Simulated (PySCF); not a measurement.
SMILES CO[SiH](C)OC (GFN2-xTB optimised geometry):

```
16

Si    -1.438    -0.841     0.000
C     -1.821    -1.934     1.496
O      0.192    -0.841     0.000
C      1.044    -0.232    -0.927
O     -2.092    -1.340    -1.409
C     -2.025    -2.593    -2.030
H     -2.033     0.489     0.000
H     -1.309    -2.891     1.443
H     -2.887    -2.127     1.553
H     -1.524    -1.456     2.423
H      0.686    -0.373    -1.949
H      2.033    -0.680    -0.823
H      1.113     0.841    -0.729
H     -2.592    -3.334    -1.460
H     -0.992    -2.938    -2.121
H     -2.461    -2.497    -3.025
```

Level of theory: PySCF 2.14.0 with PBE0/def2-TZVP.

What are the frontier orbital energies and the dipole moment?

HOMO-2 -8.31 eV, HOMO-1 -8.19 eV, HOMO -8.02 eV, LUMO 1.11 eV, LUMO+1 1.36 eV; dipole moment 1.11 D.

On the same geometry PySCF 2.14.0 with PBE/def2-TZVP gives HOMO-2 -6.73 eV, HOMO-1 -6.64 eV, HOMO -6.53 eV, LUMO 0.29 eV, LUMO+1 0.55 eV; dipole moment 1.10 D.

Meta-Löwdin charges at PBE0/def2-TZVP: Si1 1.19, C2 -0.64, O3 -0.62, C4 -0.12, O5 -0.62, C6 -0.12, H7 -0.15, H8 0.14, H9 0.13, H10 0.14, H11 0.10, H12 0.12, H13 0.11, H14 0.11, H15 0.10, H16 0.12.
